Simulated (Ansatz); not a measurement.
The molecule BeCl-, multiplicity 3 (an upper state: multiplicity 1 came lower at CCSD(T)/def2-TZVPP on PBE0 minima).

Constants: fifth-degree fit in 1/R to seven points, most abundant isotopes. Runs in def2 and cc sets follow the lowest solution found near the PBE0 minimum.

Correlated levels freeze the inner cores; with def2 sets outer-core shells near the valence are correlated too.

Codes used: Ansatz (Gaussian basis) for Hartree–Fock, density functionals and correlated methods. Each number belongs to the level named beside it.

Problem. What bond length and harmonic frequency does PBE/def2-TZVPP give?

Solution. r_e = 1.958 Å, ω_e = 601 cm⁻¹.

Problem. What bond length and harmonic frequency does wB97X-V/def2-TZVPP give?

Solution. r_e = 1.962 Å, ω_e = 606 cm⁻¹.

Problem. What bond length and harmonic frequency does CCSD(T)/def2-TZVPP give?

Solution. r_e = 1.973 Å, ω_e = 600 cm⁻¹.

Ansatz is a quantum-chemistry and plane-wave program.
